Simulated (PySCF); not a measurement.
Dipole moment and polarisability of `CC(C)(C)[SeH]`

Compound: C4H10Se.
SMILES with atom numbers: `[CH3:1][C:2]([CH3:3])([CH3:4])[SeH:5]` (hydrogens: H6, H7, H8 on C1; H9, H10, H11 on C3; H12, H13, H14 on C4; H15 on Se5)

Cartesian coordinates in Å at the PBE0-D3(BJ)/def2-SVP level; atoms count from 1:
```
atom  x, y, z in Å
C1    -0.0033    1.1273    0.7591
C2     0.0936   -0.1137   -0.1187
C3     0.3418   -1.3597    0.7214
C4    -1.1661   -0.2763   -0.9634
Se5    1.5727    0.1103   -1.4331
H6    -0.8476    1.0231    1.4629
H7    -0.1651    2.0328    0.1567
H8     0.9116    1.2728    1.3536
H9     0.4289   -2.2568    0.0916
H10   -0.4961   -1.5094    1.4246
H11    1.2646   -1.2691    1.3144
H12   -1.1025   -1.1580   -1.6193
H13   -1.3500    0.6100   -1.5899
H14   -2.0380   -0.4094   -0.3020
H15    2.6259    0.2389   -0.4135
```

Level: wB97X-D/def2-SVPD (PySCF), static field, nuclei fixed, core orbitals frozen in the response. The polarisability tensor in these axes (au):

```
x   84.31  1.41 -6.94
y    1.41 75.10 -1.03
z   -6.94 -1.03 79.83
```

What are the eigenvalues, a third of the trace, and Δα (Δα² = ½Σ(αi − αj)² over the three pairs)?

Principal values 74.78, 74.89 and 89.57 au; mean 79.75 au = 11.82 Å³ = 13.15 × 10⁻⁴⁰ C²·m²/J; Δα = 14.74 au (18 % of the mean).

What is the dipole moment, and where does it point?

(-0.98, -0.16, 1.43) D, 1.75 D in size, pointing from the negative to the positive side. Measured along this direction, the outermost atoms are Se5 at the negative end and H10 and H6 at the positive end.

What depolarisation ratio follows for Rayleigh scattering of linearly polarised light, taking the static tensor?

ρ = 3Δα²/(45ᾱ² + 4Δα²) = 651.7/(286193 + 868.9) = 0.00227.

In TDDFT the mean static polarisability is Σ f/ω² over all singlet excitations (ω in hartree). How much of it do the 6 lowest give? Their energies (eV) and oscillator strengths: 4.79, 0.0010; 5.69, 0.0369; 6.91, 0.0304; 7.24, 0.0733; 7.25, 0.0824; 7.43, 0.0204.

They add up to 3.82 au, 4.8 % of the 79.75 au; the largest single term is 1.16 au, from the state at 7.25 eV. Terms in order: 0.03, 0.84, 0.47, 1.03, 1.16, 0.27 au. Higher excitations give the rest. The strengths listed sum to 0.244.

Give the eigenvalues of the traceless quadrupole moment Θ = ½Σq(3rr − r²1), origin at the centre of nuclear charge.

-2.58, -1.28, 3.86 D·Å. The values depend on the origin, since the dipole doesn't vanish. The electronic extent ⟨r²⟩ about the same centre is 746 bohr², a root-mean-square distance of 1.75 Å for the 68 electrons.

Molar refractivity from α?

Lorentz–Lorenz: R = (4π/3)N_A α = 2.5225 cm³/(mol·Å³) × 11.82 Å³ = 29.8 cm³/mol, in the limit of long wavelengths.

Find the Langevin capture rate constant for H3O+ (19.018 u) meeting this molecule (137.995 u), k = 2.342 × 10⁻⁹ cm³/s × √(α in Å³ / reduced mass in u).

The reduced mass is 16.71 u, so k = 1.97 × 10⁻⁹ cm³/s. The formula leaves out the permanent dipole, which adds to the capture rate.

Geometry: PBE0-D3(BJ)/def2-SVP; no solvent, vibrations or thermal averaging. The calculation is non-relativistic, for selenium too.
